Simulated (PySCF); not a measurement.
Where the electron goes

Species: C5H3F3N2.
SMILES with atom numbers: `[CH2:1]=[CH:2]/[N:3]=[C:4](/[C:5]#[N:6])[C:7]([F:8])([F:9])[F:10]` (hydrogens: H11, H12 on C1; H13 on C2)

Method used: TDDFT PBE0/def2-SVPD, vertical, gas phase, core orbitals frozen in the response (PySCF 2.14.0, density-fitted response routines). Isolated species at its GFN2-xTB geometry (one conformer only). Torsions of this conformer, `[CH2:1]=[CH:2]/[N:3]=[C:4](/[C:5]#[N:6])[C:7]([F:8])([F:9])[F:10]`: C1–C2–N3–C4 179°, N3–C4–C7–F8 -59°.

Frontier orbitals with the atoms that hold most of them (Löwdin shares over 4%, at most four atoms; ? is withheld):

```
orbital  ε (eV)                           atoms
 LUMO+2    0.17   N6 39%, C5 34%, C4 10%, C7 5%
 LUMO+1   -0.02  C2 34%, C1 23%, N3 15%, H13 6%
   LUMO       ?                               ?
   HOMO   -8.40                               ?
 HOMO-1   -8.92  N3 57%, C2 12%, C4 10%, H13 5%
 HOMO-2  -10.48           N6 50%, C5 39%, C4 4%
 HOMO-3  -10.74  N6 34%, C5 29%, C2 12%, N3 11%
```

(1) Which atoms hold the LUMO, and with what shares?

(2) Give the leading atoms of the HOMO.

(3) What is the LUMO energy, and the HOMO–LUMO gap?

## Answers

(1) N3 (bonded to 2 C) 23%; C4 (bonded to 2 C and N) 22%; C1 (bonded to C and 2 H) 19%; N6 (bonded to C) 11%. By element: carbon 41% or more, nitrogen 34%.

(2) C1 (bonded to C and 2 H) 28%; C2 (bonded to C, N and H) 23%; C4 (bonded to 2 C and N) 13%; N3 (bonded to 2 C) 11%. By element: carbon 64% or more, nitrogen 11% or more.

(3) ε(LUMO) = -3.37 eV; the gap is 5.03 eV (0.1850 hartree).

Task: How does S1 compare with the orbital gap of 5.03 eV?

Result: S1 is at 3.72 eV (f = 0.0002), 1.31 eV below the gap, made of HOMO-1→LUMO (99%). Its leading pair isn't HOMO and LUMO; the energies of that pair differ by 5.55 eV. Without the coupling terms of the response equations the lowest excitation would equal the gap.

Task: One configuration dominates each of S1, S2 and S3. Which, and how do the shares of the two leading atoms of either orbital change from the occupied to the empty one?

Result: 
- S1 (3.72 eV, f 0.0002), HOMO-1→LUMO (99%): N3 57% → 23%, C2 12% → at most 11%, C4 10% → 22%
- S2 (4.92 eV, f 0.652), HOMO→LUMO (96%): C1 28% → 19%, C2 23% → at most 11%, N3 11% → 23%, C4 13% → 22%
- S3 (5.55 eV, f 0.0001), HOMO-2→LUMO (98%): N6 50% → 11%, C5 39% → at most 11%, N3 at most 4% → 23%, C4 4% → 22%
